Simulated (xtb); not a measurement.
C3H6O3, charge +1, doublet, at a GFN2-xTB geometry (a state made from the parent by changing its charge; the spin is typed, not shown lowest). Base run: GFN2-xTB (xtb).

Geometry (Å):
```xyz
12

C      2.3399     0.0294     0.0471
O      1.1122    -0.6057     0.1053
C     -0.0067     0.1393    -0.0033
O     -0.0614     1.3162    -0.1373
O     -1.0513    -0.7110     0.0639
C     -2.3318    -0.1980    -0.0424
H      2.2631     1.1044     0.2543
H      3.0165    -0.5179     0.7225
H      2.7980    -0.1037    -0.9540
H     -2.9774    -0.8096     0.6076
H     -2.7362    -0.3730    -1.0601
H     -2.3677     0.8790     0.1656
```
Charge +1, spin multiplicity 2.
All else is at xtb's defaults.
Base energy -21.14973 Eh.

Variants of this job, named by their change:

```
change          ΔE vs base (kcal/mol)  G_solv (kcal/mol)  SCF cycles
--------------  ---------------------  -----------------  ----------
base                            0.000                  -          13
alpb = ether                   -49.31             -50.41          11
acc = 1000                      0.000                  -           9
alpb = acetone                 -54.19             -54.90          11
etemp = 10000                  -41.75                  -          10
etemp = 5000                   -14.85                  -          11
gbsa = thf                     -51.13             -52.27          11
etemp = 3000                    -6.71                  -          11
acc = 0.1                       0.000                  -          14
```

ALPB and GBSA are two models with their own fitted parameters for each solvent, which aren't always the measured dielectric constant.
